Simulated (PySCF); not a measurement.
**Ir: excitation energy**

Ir [Xe] 4f14 5d7 6s2 (4F) → Ir [Xe] 4f14 5d6 6s2 7s1 (6D), as a difference of total energies. Calculation: PySCF 2.14, in aug-cc-pwCVTZ-PP with ECP60MDF (8s8p7d4f3g, 122 functions); a scalar-relativistic core potential. Correlated levels: valence: 5s2 5p6 frozen; valence and next inner shell: nothing frozen outside the core potential. The calculations carry no spin-orbit coupling.

```csv
method,excitation energy (cm⁻¹)
UHF,55807
LDA,68114
PBE,67077
PBE0,66106
r2SCAN,66909
HSE06,66257
MN15,67272
BHandHLYP,65725
MP2 (valence),66540
SCS-MP2 (valence),68152
MP2 (valence and next inner shell),64855
SCS-MP2 (valence and next inner shell),65432
```

The promoted electron is Rydberg-like, and one or two diffuse shells describe it only roughly, which tends to raise the upper state.
